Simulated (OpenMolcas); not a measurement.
# Lines of Co³⁺: computed and rescaled rates

```yaml
Program: OpenMolcas
Method: "MS-CASPT2, IPEA 0.25 Eh, imaginary shift 0.1 Eh (closed shells correlated: 3s 3p)"
Basis: ANO-RCC-VTZP [6s5p3d2f1g]
Scalar_Hamiltonian: DKH2, point nucleus
Active_space: 6 electrons in 5 orbitals (3d)
State_averaging: 2S+1 = 5 even, 5 roots; 2S+1 = 3 even, 45 roots; 2S+1 = 1 even, 50 roots
Spin-orbit_coupling: RASSI with atomic mean-field integrals over the reference wave functions, term energies averaged over their components
```

Rates come from the transition moments of the reference wave functions (E1 and E2 in the length form). At fixed line strength A goes as λ^-3 for E1 and M1 and as λ^-5 for E2, so a rate at the computed wavelength can be rescaled to the measured one. Measured vacuum wavelengths follow from level energies in Sugar and Corliss, J. Phys. Chem. Ref. Data 10, 1097 (1981). Branching counts decays inside the model space alone, at computed energies, and the table is only a selection of the E2 and M1 lines, drawn from those between levels with measured partners whose computed energy lies within a factor of 1.5 of the measured one.

| Upper | Lower | Type | λ computed (nm) | λ measured (nm) | A computed (s-1) | A rescaled (s-1) | Branching % |
| --- | --- | --- | --- | --- | --- | --- | --- |
| 3d⁶ ³H₅ | 3d⁶ ³H₆ | M1 | 32420 | 28380 | 7.63e-04 | 1.14e-03 | 93.4 |
| 3d⁶ ⁵D₂ | 3d⁶ ⁵D₃ | M1 | 22050 | 22800 | 6.06e-03 | 5.48e-03 | 100.0 |
| 3d⁶ ⁵D₃ | 3d⁶ ⁵D₄ | M1 | 15210 | 15650 | 9.88e-03 | 9.07e-03 | 100.0 |
| 3d⁶ ³G₄ | 3d⁶ ³F₄(1) | M1 | 2311 | 2383 | 8.02e-02 |  | 44.9 |
| 3d⁶ ³G₅ | 3d⁶ ³H₆ | M1 | 1846 | 1872 | 9.27e-02 |  | 45.9 |
| 3d⁶ ³G₃ | 3d⁶ ³H₄ | M1 | 1746 | 1787 | 1.03e-01 |  | 40.5 |
| 3d⁶ ¹G₄(1) | 3d⁶ ³F₄(1) | M1 | 837.8 | 886 | 6.01e-01 |  | 38.8 |
| 3d⁶ ¹I₆ | 3d⁶ ³H₅ | M1 | 817.2 | 839.6 | 1.50e-01 |  | 39.4 |
| 3d⁶ ¹I₆ | 3d⁶ ³H₆ | M1 | 797.1 | 815.4 | 2.30e-01 |  | 60.5 |
| 3d⁶ ¹S₀(1) | 3d⁶ ³P₁(1) | M1 | 582.5 | 598.3 | 3.14e+00 |  | 100.0 |
| 3d⁶ ¹D₂(1) | 3d⁶ ³F₃(1) | M1 | 570.5 | 602.2 | 6.23e-01 |  | 40.8 |
| 3d⁶ ³P₂(1) | 3d⁶ ⁵D₃ | M1 | 449 | 449.6 | 1.12e+00 |  | 91.0 |
| 3d⁶ ³P₁(1) | 3d⁶ ⁵D₂ | M1 | 421.6 | 422.8 | 1.43e+00 |  | 77.6 |
| 3d⁶ ³H₆ | 3d⁶ ⁵D₄ | E2 | 417.2 | 422.3 | 1.45e-05 |  | 100.0 |
| 3d⁶ ³H₄ | 3d⁶ ⁵D₄ | M1 | 408.5 | 412 | 3.99e-02 |  | 84.7 |
| 3d⁶ ³F₂(1) | 3d⁶ ⁵D₂ | M1 | 398.5 | 401.7 | 2.59e-01 |  | 56.8 |
| 3d⁶ ³F₃(1) | 3d⁶ ⁵D₃ | M1 | 395.2 | 398.5 | 6.48e-01 |  | 65.7 |
| 3d⁶ ³F₄(1) | 3d⁶ ⁵D₄ | M1 | 390.1 | 393.8 | 1.17e+00 |  | 84.1 |
| 3d⁶ ¹G₄(2) | 3d⁶ ¹I₆ | E2 | 303.8 | 312.8 | 3.17e+00 | 2.74e+00 | 56.2 |
| 3d⁶ ³D₂ | 3d⁶ ⁵D₂ | M1 | 280.8 | 283.5 | 2.79e-01 |  | 37.7 |
| 3d⁶ ³P₀(2) | 3d⁶ ³P₂(1) | E2 | 273.2 | 282.2 | 2.20e+00 | 1.87e+00 | 47.0 |
| 3d⁶ ³F₂(2) | 3d⁶ ³H₄ | E2 | 273.2 | 281.9 | 3.05e+00 | 2.61e+00 | 39.3 |
| 3d⁶ ³D₃ | 3d⁶ ⁵D₄ | M1 | 270.8 | 273.6 | 5.80e-01 |  | 56.0 |
| 3d⁶ ³F₃(2) | 3d⁶ ³H₅ | E2 | 270.7 | 278.8 | 3.01e+00 | 2.60e+00 | 38.5 |
| 3d⁶ ¹D₂(2) | 3d⁶ ¹G₄(1) | E2 | 179.6 | 183.4 | 2.56e+01 | 2.31e+01 | 62.1 |

Spin-changing lines and M1 lines between different terms are not rescaled, since their strength hangs on the term gaps too.

The largest correction is for 3d⁶ ³H₅ → 3d⁶ ³H₆ (M1): 7.63e-04 × (32420 / 28380)^3 = 1.14e-03 s-1, a factor of 1.49.

These are rates of the free ion; in crystals, glasses and complexes forced electric-dipole and non-radiative decay shorten such lifetimes by orders of magnitude. No measured rate stands beside these. Rescaling mends the energy factor alone: line strengths can still be far off where a level mixes with configurations outside the active space, and weak or spin-changing lines hang on small mixing coefficients that depend on the term gaps too, so rescaling need not improve them.

Term energies are means over components that CASPT2 splits; among the terms shown or strongly mixed into the levels shown the widest spread is 1300 cm-1 (3d⁶ ¹I). The CASPT2 spread within a term exceeds the gap to the next term for 3d⁶ ³P(1) and 3d⁶ ³H, 3d⁶ ¹I and 3d⁶ ³D, so the order of their levels is uncertain. Measured partners are found by configuration, term and J. A level has none where our copy of the source lacks it or the pairing is in doubt (some pairs that miss far off the trend of their configuration count as doubtful). Only configurations of the active space appear.

A number in round brackets counts repeated terms of one configuration in the order of the reference energies.
